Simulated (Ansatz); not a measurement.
Hf₃O₆⁺. Charge 1, multiplicity 2. Geometry PBE-D4/def2-SVP, that of the neutral singlet.

```xyz
9

Hf    0.201    0.041   -2.130
Hf    0.575    1.647    1.129
Hf   -1.206   -1.537    0.851
O    -0.396    3.110    1.483
O    -0.496    0.091    1.715
O    -0.994   -1.143   -1.081
O     0.647    1.468   -0.840
O     1.738   -0.829   -2.415
O    -0.069   -2.847    1.289
```

In the def2 sets Hf takes a core potential; there is no spin–orbit coupling. At PBE-D4/def2-TZVP the gap within one spin of the charge 1 doublet nearly closes, so an electron or hole may be smeared out by delocalisation error. The structure comes from a short search, and lower isomers may exist.

(1) Estimate the α-spin orbital energies around the gap (eV) in Ansatz with PBE-D4/def2-TZVP, r2SCAN-D4/def2-TZVP, PBE0-D4/def2-TZVP.

Answers

(1) 
| orbital | PBE-D4/def2-TZVP | r2SCAN-D4/def2-TZVP | PBE0-D4/def2-TZVP |
| --- | --- | --- | --- |
| HOMO−5 | -11.45 | -11.66 | -12.83 |
| HOMO−4 | -11.33 | -11.61 | -12.79 |
| HOMO−3 | -11.25 | -11.58 | -12.78 |
| HOMO−2 | -11.18 | -11.48 | -12.74 |
| HOMO−1 | -11.03 | -11.41 | -12.56 |
| HOMO | -10.75 | -10.97 | -12.11 |
| LUMO | -7.43 | -6.95 | -6.69 |
| LUMO+1 | -7.19 | -6.72 | -6.43 |
| LUMO+2 | -7.17 | -6.65 | -6.31 |
| LUMO+3 | -6.09 | -5.75 | -5.21 |
| LUMO+4 | -5.64 | -5.30 | -4.76 |
| LUMO+5 | -5.61 | -5.25 | -4.75 |
| β HOMO | -10.54 | -10.62 | -11.25 |
| β LUMO | -10.51 | -10.52 | -10.29 |
